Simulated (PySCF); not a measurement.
Isomers of C3H8F2OSi3, mass 181.985 u with the commonest isotopes. Theory: PBE0/pcSseg-1 in PySCF (dipole) on a GFN2-xTB geometry, gas phase. One conformer each, none proved a minimum here; rigid rotors.

Question: Order these by dipole moment, largest first.
A. `[CH2:1]=[C:2]([F:3])[Si:4]1([CH2:5][F:6])[SiH2:7][O:8][SiH2:9]1` with C1–C2–Si4–C5 -177°, C2–Si4–C5–F6 -177°
B. `[O:1]=[C:2]1[SiH2:3][SiH2:4][SiH2:5][C@@H:6]1[CH:7]([F:8])[F:9]` with Si5–C6–C7–F8 33°, O1–C2–Si3–Si4 -123°, C2–Si3–Si4–Si5 -13°, Si3–Si4–Si5–C6 -12°, Si4–Si5–C6–C7 166°
C. `[CH3:1][C:2](=[O:3])[C@:4]1([F:5])[SiH2:6][Si@@H:7]([F:8])[SiH2:9]1` with C1–C2–C4–F5 0°, C2–C4–Si6–Si7 -78°, C4–Si6–Si7–F8 -132°, Si6–Si7–Si9–C4 22°, C2–C4–Si9–Si7 78°

Answer: B (3.55 D), C (2.15 D), A (1.76 D).

Question: Order these by rotational constant A, smallest first.
A. `[CH2:1]=[C:2]([F:3])[Si:4]1([CH2:5][F:6])[SiH2:7][O:8][SiH2:9]1` with C1–C2–Si4–C5 -177°, C2–Si4–C5–F6 -177°
B. `[O:1]=[C:2]1[SiH2:3][SiH2:4][SiH2:5][C@@H:6]1[CH:7]([F:8])[F:9]` with Si5–C6–C7–F8 33°, O1–C2–Si3–Si4 -123°, C2–Si3–Si4–Si5 -13°, Si3–Si4–Si5–C6 -12°, Si4–Si5–C6–C7 166°
C. `[CH3:1][C:2](=[O:3])[C@:4]1([F:5])[SiH2:6][Si@@H:7]([F:8])[SiH2:9]1` with C1–C2–C4–F5 0°, C2–C4–Si6–Si7 -78°, C4–Si6–Si7–F8 -132°, Si6–Si7–Si9–C4 22°, C2–C4–Si9–Si7 78°

Answer: A (1104 MHz), B (1508 MHz), C (1615 MHz).

Question: Order these by rotational constant C, largest first.
A. `[O:1]=[C:2]1[SiH2:3][SiH2:4][SiH2:5][C@@H:6]1[CH:7]([F:8])[F:9]` with Si5–C6–C7–F8 33°, O1–C2–Si3–Si4 -123°, C2–Si3–Si4–Si5 -13°, Si3–Si4–Si5–C6 -12°, Si4–Si5–C6–C7 166°
B. `[CH2:1]=[C:2]([F:3])[Si:4]1([CH2:5][F:6])[SiH2:7][O:8][SiH2:9]1` with C1–C2–Si4–C5 -177°, C2–Si4–C5–F6 -177°
C. `[CH3:1][C:2](=[O:3])[C@:4]1([F:5])[SiH2:6][Si@@H:7]([F:8])[SiH2:9]1` with C1–C2–C4–F5 0°, C2–C4–Si6–Si7 -78°, C4–Si6–Si7–F8 -132°, Si6–Si7–Si9–C4 22°, C2–C4–Si9–Si7 78°

Answer: C (734.4 MHz), B (599.6 MHz), A (542.2 MHz).

| SMILES | point group | Ia (u·Å²) | Ib (u·Å²) | Ic (u·Å²) | κ | μa (D) | μb (D) | μc (D) |
| --- | --- | --- | --- | --- | --- | --- | --- | --- |
| O=C1[SiH2][SiH2][SiH2][C@@H]1C(F)F | C1 | 335.15 | 707.85 | 932.11 | -0.64 | 3.09 | 1.49 | 0.92 |
| CC(=O)[C@]1(F)[SiH2][Si@@H](F)[SiH2]1 | Cs | 313.01 | 686.82 | 688.15 | -1.00 | 2.15 | 0.00 | 0.13 |
| C=C(F)[Si]1(CF)[SiH2]O[SiH2]1 | near Cs | 457.79 | 651.15 | 842.91 | -0.30 | 1.30 | 1.19 | 0.14 |
